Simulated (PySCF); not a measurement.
## J couplings in C₁₂H₁₅F

Geometry:
| atom | x (Å) | y (Å) | z (Å) |
| --- | --- | --- | --- |
| C1 | 1.652 | 2.444 | -0.530 |
| C2 | 2.388 | 1.345 | -0.312 |
| C3 | 1.980 | -0.055 | -0.312 |
| C4 | 2.880 | -1.066 | -0.327 |
| C5 | 2.170 | -2.371 | -0.486 |
| F6 | 2.559 | -3.346 | 0.401 |
| C7 | 0.724 | -1.992 | -0.389 |
| C8 | 0.601 | -0.651 | -0.329 |
| C9 | -0.681 | 0.109 | -0.220 |
| C10 | -1.963 | -0.701 | -0.409 |
| C11 | -3.044 | 0.272 | 0.049 |
| C12 | -2.430 | 0.978 | 1.273 |
| C13 | -0.905 | 0.769 | 1.158 |
| H14 | 0.582 | 2.414 | -0.737 |
| H15 | 2.122 | 3.431 | -0.518 |
| H16 | 3.461 | 1.482 | -0.137 |
| H17 | 3.966 | -0.965 | -0.313 |
| H18 | 2.373 | -2.757 | -1.508 |
| H19 | -0.081 | -2.725 | -0.412 |
| H20 | -0.686 | 0.902 | -0.990 |
| H21 | -2.097 | -1.065 | -1.439 |
| H22 | -1.943 | -1.581 | 0.256 |
| H23 | -4.004 | -0.217 | 0.270 |
| H24 | -3.237 | 1.003 | -0.753 |
| H25 | -2.807 | 0.538 | 2.209 |
| H26 | -2.701 | 2.044 | 1.302 |
| H27 | -0.329 | 1.697 | 1.278 |
| H28 | -0.547 | 0.076 | 1.936 |

Indirect spin–spin couplings were computed at B3LYP/pcJ-1 (spin–dipole term only in couplings to heteroatoms) (PySCF 2.14) on a PBE0-D3(BJ)/def2-SVP structure, for the isolated molecule, without vibrational or relativistic corrections. Couplings are averaged over pairs made equivalent by symmetry, fast rotation or ring inversion, so a value needn't be that of the named pair in this geometry, while other rotamers aren't included; one pair stands for each set, and the list holds a selection of those of at least 0.8 Hz over up to four bonds, among pairs with at least one F or H atom (others weren't computed). One-bond C–F couplings come out tens of Hz too large with common functionals.

Isotopes: 13C, 19F, 1H.

```
    pair  bonds  J (Hz)
 C1, H14      1   166.3
 C1, H15      1   170.4
 C2, H16      1   159.5
 C4, H17      1       ?
  C5, F6      1       ?
 C5, H18      1   146.3
 C7, H19      1   181.4
C10, H21      1   139.0
C11, H23      1   138.3
C11, H24      1       ?
C12, H25      1   134.9
C12, H26      1   135.9
C13, H27      1   139.8
C13, H28      1   135.5
 C3, H16      2     3.7
  C4, F6      2       ?
  F6, C7      2    13.7
C13, H26      2       ?
H27, H28      2       ?
 C9, H23      3       ?
 C9, H25      3       ?
H20, H27      3     8.8
H22, H24      3    14.8
H24, H25      3    11.4
H25, H27      3     3.5
 C8, H15      4    -1.0
```

Problem. Estimate the withheld couplings, with signs.

Solution. 
- 1J(C4,H17) = 181.9 Hz (bond length 1.091 Å, sp2 carbon)
- 1J(C5,F6) = -242.0 Hz (bond length 1.374 Å)
- 1J(C11,H24) = 131.7 Hz (bond length 1.103 Å, sp3 carbon)
- 2J(C4,F6) = 11.0 Hz (angle at C5 115°)
- 2J(C13,H26) = -2.0 Hz (angle at C12 112°)
- 2J(H27,H28) = -15.1 Hz (angle at C13 107°)
- 3J(C9,H23) = 9.9 Hz (dihedral angle 163°)
- 3J(C9,H25) = 3.1 Hz (dihedral angle 127°)
